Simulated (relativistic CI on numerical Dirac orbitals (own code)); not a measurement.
Ligand-field terms of d2

Computed with a parametric ligand-field model of a d^n configuration (Racah B and C, spin-orbit zeta, crystal field), exact diagonalisation.

Field parameters in Wybourne normalisation: D3d B²₀ = −7Dσ, B⁴₀ = −14Dq − 21Dτ, B⁴₃ = −14√(10/7) Dq; D4h B²₀ = −7Ds, B⁴₀ = 21(Dq − Dt), B⁴₄ = 21√(5/14) Dq; Td as Oh with Dq negative (B⁴₀ = 21Dq, B⁴₄ = √(5/14) B⁴₀). The field is a parameter set, without covalency.

Q: Ground term and bands for B = 340, C = 1510, ζ = 0 cm⁻¹, D4h, 10Dq = 26100, Ds = -1500, Dt = -130 cm⁻¹?

A: Ground term 3E with 0.00 electrons in the two orbitals of the cubic e set. Spin-allowed: 3A2 3780 cm⁻¹ (2645 nm), 3A2 25625 cm⁻¹ (390 nm), 3E 25894 cm⁻¹ (386 nm), 3B2 28003 cm⁻¹ (357 nm). Lowest spin-forbidden: 1A1 2676 cm⁻¹, 1E 5132 cm⁻¹ (1949 nm), 1B2 8977 cm⁻¹ (1114 nm).

Q: Ground term and bands for B = 1000, C = 5080, ζ = 0 cm⁻¹, D4h, 10Dq = 17700, Ds = 860, Dt = -670 cm⁻¹?

A: Ground term 3A2 with 0.02 electrons in the two orbitals of the cubic e set. Spin-allowed: 3E 5553 cm⁻¹ (1801 nm), 3E 21519 cm⁻¹ (465 nm), 3B2 27382 cm⁻¹ (365 nm), 3E 34764 cm⁻¹ (288 nm). Lowest spin-forbidden: 1B2 16657 cm⁻¹ (600 nm), 1B1 16814 cm⁻¹ (595 nm), 1E 22311 cm⁻¹ (448 nm).

Q: Ground term and bands for B = 340, C = 1550, ζ = 0 cm⁻¹, D3d, 10Dq = 14550, Dσ = -1200, Dτ = -80 cm⁻¹?

A: Ground term 3A2 with 0.00 electrons in the two orbitals of the cubic e set. Spin-allowed: 3E 3536 cm⁻¹ (2828 nm), 3A1 14597 cm⁻¹ (685 nm), 3E 15803 cm⁻¹ (633 nm), 3A2 18296 cm⁻¹ (547 nm). Lowest spin-forbidden: 1E 4983 cm⁻¹ (2007 nm), 1A1 7677 cm⁻¹ (1303 nm), 1E 8976 cm⁻¹ (1114 nm).

Q: A d2 ion in Td symmetry has the ground term 3A2 and bands at 3T2 2650 cm⁻¹, 3T1 4602 cm⁻¹ (2173 nm), 1E 8892 cm⁻¹ (1125 nm), 1T2 11227 cm⁻¹ (891 nm), 3T1 11448 cm⁻¹ (873 nm), 1A1 13376 cm⁻¹ (748 nm). Which parameters reproduce them?

A: B = 540, C = 2560, ζ = 0 cm⁻¹, Td, 10Dq = -2650 cm⁻¹.

Q: A d2 ion in Td symmetry has the ground term 3A2 and bands at 3T2 3200 cm⁻¹ (3125 nm), 3T1 5576 cm⁻¹ (1793 nm), 1E 11912 cm⁻¹ (839 nm), 3T1 14674 cm⁻¹ (681 nm), 1T2 14693 cm⁻¹ (681 nm), 1A1 17706 cm⁻¹ (565 nm). Which parameters reproduce them?

A: B = 710, C = 3500, ζ = 0 cm⁻¹, Td, 10Dq = -3200 cm⁻¹.
